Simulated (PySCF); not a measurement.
# V (vanadium, neutral) across methods

[Ar] 3d3 4s1 4p1, one real determinant (an excited configuration). All numbers are calculated (PySCF 2.14, no relativity, point nucleus, in aug-cc-pVDZ).

```json
{"method": "LDA", "E (hartree)": "-941.648", "mean ε 3d α (eV)": "-7.696", "mean ε 4s α (eV)": "-6.029", "mean ε 4p α (eV)": "-2.491", "Σ⟨r²⟩ (bohr²)": "51.51", "⟨S²⟩": "8.750"}
{"method": "r2SCAN", "E (hartree)": "-943.805", "mean ε 3d α (eV)": "-7.206", "mean ε 4s α (eV)": "-5.776", "mean ε 4p α (eV)": "-2.383", "Σ⟨r²⟩ (bohr²)": "51.05", "⟨S²⟩": "8.751"}
{"method": "BP86", "E (hartree)": "-943.938", "mean ε 3d α (eV)": "-7.760", "mean ε 4s α (eV)": "-5.987", "mean ε 4p α (eV)": "-2.556", "Σ⟨r²⟩ (bohr²)": "51.52", "⟨S²⟩": "8.750"}
{"method": "MN15", "E (hartree)": "-943.809", "mean ε 3d α (eV)": "-10.300", "mean ε 4s α (eV)": "-6.918", "mean ε 4p α (eV)": "-3.128", "Σ⟨r²⟩ (bohr²)": "52.91", "⟨S²⟩": "8.750"}
{"method": "PBE", "E (hartree)": "-943.583", "mean ε 3d α (eV)": "-7.680", "mean ε 4s α (eV)": "-5.854", "mean ε 4p α (eV)": "-2.475", "Σ⟨r²⟩ (bohr²)": "51.89", "⟨S²⟩": "8.750"}
{"method": "HSE06", "E (hartree)": "-943.647", "mean ε 3d α (eV)": "-8.661", "mean ε 4s α (eV)": "-6.164", "mean ε 4p α (eV)": "-2.626", "Σ⟨r²⟩ (bohr²)": "51.67", "⟨S²⟩": "8.751"}
{"method": "TPSSh", "E (hartree)": "-943.842", "mean ε 3d α (eV)": "-8.421", "mean ε 4s α (eV)": "-6.139", "mean ε 4p α (eV)": "-2.712", "Σ⟨r²⟩ (bohr²)": "51.58", "⟨S²⟩": "8.751"}
```

Estimate the same row for UHF.

E (hartree) = -942.85213; mean ε 3d α (eV) = -15.062; mean ε 4s α (eV) = -8.722; mean ε 4p α (eV) = -4.864; Σ⟨r²⟩ (bohr²) = 52.51; ⟨S²⟩ = 8.752.

⟨L²⟩ = 13.99 against 20 for a pure G term, so this real determinant mixes terms.
